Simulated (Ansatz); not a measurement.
The first iterations of a band of CH3NSTe (7 atoms, charge 0, multiplicity 1).

All numbers below come from Ansatz, RKS PBE/def2-SVP.

* movable images: 7
* climbing image: yes
* spring: 5.0 eV/Å²
* optimiser: quadratic models (default)
* start path: through a guess of the saddle point
* force threshold: 0.05 eV/Å
* iteration limit: 60
* end points: relaxed

First end point:

```xyz
7
Properties=species:S:1:pos:R:3
N -0.547 0.843 0.701
C 0.110 -0.247 0.241
S 0.420 -1.601 1.114
Te 0.782 0.078 -1.838
H -0.898 0.824 1.663
H -0.847 1.603 0.088
H 1.042 -1.567 -2.016
```

Last end point:

```xyz
7
Properties=species:S:1:pos:R:3
N -0.702 1.257 0.423
C -0.003 0.246 0.106
S 0.304 -1.102 1.211
Te 1.056 -0.046 -1.812
H -0.558 -0.653 2.174
H -0.817 1.935 -0.344
H 0.781 -1.705 -1.805
```

| iteration | highest image above the first end (eV) | largest band force component (eV/Å) |
| --- | --- | --- |
| 1 | 2.114 | 4.550 |
| 2 | 1.680 | 2.275 |
| 3 | 2.030 | 7.283 |
| 4 | 1.599 | 0.995 |
| 5 | 1.577 | 0.574 |
| 6 | 1.551 | 0.456 |

Task: Does the band converge within its limit, and where does its top end?

Result: The forces met the threshold. It ended after 19 iterations with the highest image 1.464 eV above the first end. A vibrational analysis at the climbing image gives one clearly imaginary mode, 1477i cm⁻¹: a first-order saddle point. The orbitals stay closed-shell, which can raise the energy where a bond breaks towards radicals; this wasn't checked here.

The run took 3.2 min on 2 threads of Arm Neoverse V1, with other jobs on the host, peak memory 0.13 GiB.
